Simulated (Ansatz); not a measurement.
C₂H₈O₂S₂Sn, SMILES `C[O][Sn]([SH])([SH])[O]C` at its PBE0-D4/def2-TZVP geometry, where that method's forces vanish. The species carries charge 0 and has multiplicity 1. Sn takes the def2 core potential.

```xyz
15

C     1.1291    1.0586    1.6240
O     1.2766    0.6225    0.2902
Sn    0.2611   -0.9248   -0.3466
S     1.0024   -1.0757   -2.6005
S     0.5112   -2.8603    1.0062
O    -1.6409   -0.5357   -0.1558
C    -2.2012    0.5630   -0.8407
H     1.8339    1.8780    1.7881
H     0.1178    1.4313    1.8272
H     1.3545    0.2663    2.3485
H     1.7117    0.0560   -2.4317
H     1.7632   -3.0595    0.5580
H    -1.8007    1.5203   -0.4849
H    -2.0401    0.5050   -1.9243
H    -3.2788    0.5551   -0.6577
```

**Question.** What forces (eV/Å) does PBE-D4/def2-TZVPP give on these atoms in Ansatz 0.2.0? (An estimate is asked.)

**Answer.** The calculation gave: 
```
C1  -0.062  0.038  0.232
O2   0.427  0.380 -0.313
Sn3  0.180 -0.322 -0.152
S4  -0.010 -0.233 -0.395
S5  -0.222 -0.283  0.317
O6  -0.463 -0.326  0.356
C7  -0.044  0.203 -0.137
H8   0.153  0.177  0.036
H9  -0.214  0.092  0.074
H10  0.048 -0.153  0.180
H11  0.130  0.213  0.037
H12  0.226 -0.020 -0.096
H13  0.067  0.226  0.060
H14  0.018  0.012 -0.240
H15 -0.234 -0.004  0.041
```
